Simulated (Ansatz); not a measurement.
Molecule: C3HFNS (charge 0, doublet). It need not be the lowest isomer of its formula. 
Geometry from a B3LYP-D3(BJ)/def2-TZVP (Ansatz, a program for electronic structure) optimisation:
SMILES: Fc1[c]scn1
```xyz
7

F     -1.9637    -1.2448     0.1217
C     -0.8425    -0.5438     0.0521
C     -0.7321     0.8028     0.0625
S      0.8956     1.3076    -0.0455
C      1.3397    -0.3647    -0.0994
N      0.3402    -1.2014    -0.0402
H      2.3716    -0.6731    -0.1764
```
Charge 0, spin multiplicity 2.

Parts of the frozen-core correlation energy in cc-pV(Q+d)Z (Ansatz, hartree). Frozen orbitals: 10; correlated occupied orbitals by spin: 16 and 15; virtual: 343 and 344. UHF or UKS for open shells. Spin-orbit coupling is left out. No relativistic terms.

| term | value |
|---|---|
| reference (HF) | -665.63979 |
| MP2 opposite-spin | -0.81108 |
| MP2 same-spin | -0.28585 |
| CCSD correlation | -1.12431 |
| (T) | -0.06144 |
| T1 diagnostic | 0.040 |
| largest doubles amplitude | 0.052 |
| <S^2> of the reference | 1.137 |
